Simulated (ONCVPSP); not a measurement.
## Logarithmic derivatives: chlorine (Cl), ONCV

ONCVPSP 4.0.1 input, shortened (lines: element, Z, core and valence counts, functional; n l f; lmax; l rc ep ncon nbas qcut; lloc lpopt rc5 dvloc0; l nproj debl; icmod fcfact rcfact), PBEsol, scalar-relativistic:

```
  Cl 17.00    1    4  -116133      upf
    1    0    2.00
    2    0    2.00
    2    1    6.00
    3    0    2.00
    3    1    4.00
    2
    0    0.80    0.00    3    7   18.70
    1    0.65    0.00    4    7   22.50
    2    0.75    0.45    5   10   14.20
    4    3    0.55    0.00
    0    2    2.40
    1    3    0.70
    2    1    2.70
    2    0.70    1.00
```

In the p channel the program set the typed energies aside and used -7.506, -0.712, 0.250 Ha.

The phase is arctan(r·R′/R) of the radial function R(r), unwrapped; energies in Ha, scanned from -11 to 5 Ha. A pole is an energy at which the radial function vanishes at the test radius. The pseudo phase is shifted by a multiple of π to meet the all-electron one at the reference energy, and phase errors are pseudo minus all-electron; the curves can meet again beyond the range given. Levels narrower than the energy grid can be missing from the lists of poles.

| channel | radius (bohr) | reference energy (Ha) | poles, all-electron | poles, pseudo | unbroken range about the reference energy with phases within 0.05 rad | phase error 1 Ha above the reference energy (rad) |
| --- | --- | --- | --- | --- | --- | --- |
| s | 0.81 | -1.18 | -8.47 | -8.47 | the whole range | +0.000 |
| p | 0.66 | -0.71 | -4.83 | -4.83 | the whole range | -0.000 |
| d | 0.76 | 0.45 | none | none | the whole range | +0.000 |

Phases in the s channel:

| E (Ha) | all-electron | pseudo |
| --- | --- | --- |
| -10.96 | -0.547 | -0.547 |
| -10.52 | -0.925 | -0.925 |
| -10.08 | -1.176 | -1.176 |
| -9.64 | -1.338 | -1.338 |
| -9.20 | -1.448 | -1.448 |
| -8.76 | -1.528 | -1.528 |
| -8.32 | -1.590 | -1.589 |
| -7.88 | -1.639 | -1.639 |
| -7.44 | -1.681 | -1.680 |
| -7.00 | -1.717 | -1.717 |
| -6.56 | -1.750 | -1.749 |
| -6.12 | -1.780 | -1.780 |
| -5.68 | -1.809 | -1.809 |
| -5.24 | -1.837 | -1.837 |
| -4.80 | -1.866 | -1.866 |
| -4.36 | -1.895 | -1.895 |
| -3.92 | -1.925 | -1.925 |
| -3.48 | -1.957 | -1.956 |
| -3.04 | -1.991 | -1.991 |
| -2.60 | -2.028 | -2.028 |
| -2.16 | -2.069 | -2.069 |
| -1.72 | -2.115 | -2.114 |
| -1.28 | -2.166 | -2.166 |
| -0.84 | -2.225 | -2.225 |
| -0.40 | -2.294 | -2.294 |
| 0.04 | -2.374 | -2.374 |
| 0.48 | -2.467 | -2.467 |
| 0.92 | -2.576 | -2.576 |
| 1.36 | -2.704 | -2.703 |
| 1.80 | -2.849 | -2.848 |
| 2.24 | -3.010 | -3.009 |
| 2.68 | -3.180 | -3.179 |
| 3.12 | -3.350 | -3.349 |
| 3.56 | -3.513 | -3.511 |
| 4.00 | -3.660 | -3.658 |
| 4.44 | -3.789 | -3.787 |
| 4.88 | -3.900 | -3.898 |
